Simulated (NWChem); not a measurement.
# Correlation energy of NS

```xyz
2

N      0.0000     0.0000     1.0445
S      0.0000     0.0000    -0.4570
```
Charge 0, spin multiplicity 2.

Program: NWChem. The geometry was optimised at UPBE0/def2-SVP, a minimum by its harmonic frequencies.

Basis set: def2-TZVP. Each correlation energy counts from its own Hartree-Fock reference.

The correlated methods keep 6 core orbitals frozen. The structure started from a generated list of species. The unpaired electrons of the parent sit in orbitals of symmetry b1 (C2v labels of the run); other states weren't searched. No SCF solution was tested for a lower state. Open-shell Hartree-Fock references start from PBE0 orbitals. No row is a measurement; the coupled-cluster row has its own basis-set and correlation limits.

```tsv
method	correlation energy (mHa)	remark
UMP2	-303.0	spin-contaminated
SCS-UMP2	…	spin-contaminated
CCSD on ROHF	…	-
CCSD[T] on ROHF	-394.0	-
CCSD(T) on ROHF	…	-
CCSD on UHF	…	spin-contaminated
CCSD[T] on UHF	-373.6	spin-contaminated
CCSD(T) on UHF	-370.4	spin-contaminated
```

What belongs in the gaps?


- SCS-UMP2, correlation energy (mHa): -295.4
- CCSD on ROHF, correlation energy (mHa): -369.7
- CCSD(T) on ROHF, correlation energy (mHa): -392.4
- CCSD on UHF, correlation energy (mHa): -349.9
